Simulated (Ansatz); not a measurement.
Computed with Ansatz on PBE0-D4/def2-TZVP structures; ΔE is electronic, products minus reactants. CBS: MP2 limit from def2 TZ/QZ plus the TZ coupled-cluster correction, frozen cores. This one scheme is used for every species. Functionals use def2-TZVPP. Each species was taken in one conformer, which may not be the lowest.

Reaction (substitution at a C–C bond): `CCCCCCCCCl` + HCl → `ClCCCCCl` + `CCCC`

| level | ΔE (eV) |
| --- | --- |
| BHLYP | 0.08 |
| RPA@PBE/def2-TZVPP | 0.18 |

Q: What does CCSD(T)/CBS give? (Best estimate.)

A: Computed: +0.16 eV. The listed levels differ from it by -0.08, 0.02 eV.

Largest T1 diagnostic among the species: 0.009.

In def2-TZVPP, CCSD(T) changes the Hartree–Fock value by +0.11 eV (the triples alone add −0.00 eV) and MP2 by +0.10 eV. At CCSD(T), def2-SVP lies +0.07 eV from the extrapolated value and def2-TZVPP +0.02 eV.
